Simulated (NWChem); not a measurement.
Molecule: C5H8; SMILES CC#CCC

```xyz
13

C      0.2203     2.6574    -0.0009
C     -0.0848     1.2283     0.0267
C     -0.3424     0.0464     0.0504
C     -0.6283    -1.3908     0.0761
C      0.6336    -2.2614    -0.0762
H      1.2958     2.8339    -0.1273
H     -0.0873     3.1507     0.9296
H     -0.2957     3.1613    -0.8277
H     -1.3393    -1.6376    -0.7249
H     -1.1356    -1.6469     1.0168
H      1.1376    -2.0536    -1.0256
H      1.3436    -2.0625     0.7330
H      0.3701    -3.3247    -0.0508
```
Atoms are numbered in this order, from 1.

Level: B3LYP/6-31G* (spherical d) (NWChem), optimised geometry, unscaled harmonic frequencies. 

```csv
frequency (cm⁻¹),IR intensity (km/mol)
18,0.0
132,2.6
177,4.5
268,3.3
304,4.0
388,0.0
507,1.5
712,0.2
795,2.1
967,0.0
1070,2.0
1070,1.8
1093,2.2
1123,0.0
1179,0.2
1304,0.1
1374,24.8
1436,0.7
1447,6.0
1510,2.3
1511,5.6
1511,5.9
1525,4.7
1536,1.7
2372,0.1
3028,32.5
3036,38.1
3054,15.2
3056,31.6
3095,15.7
3095,15.7
3126,36.9
3134,32.0
```

```yaml
zero_point_energy: 71.4 kcal/mol
thermal correction to the enthalpy at 298.15 K (with zero-point energy): 76.3 kcal/mol
heat capacity Cv: 21.9 cal/(mol K)
entropy at 298.15 K and 1 atm (symmetry number 1): 82.2 cal/(mol K)
dipole_moment: 0.08 D
```

Rigid rotor and harmonic oscillator; modes under 100 cm⁻¹ make the entropy uncertain.
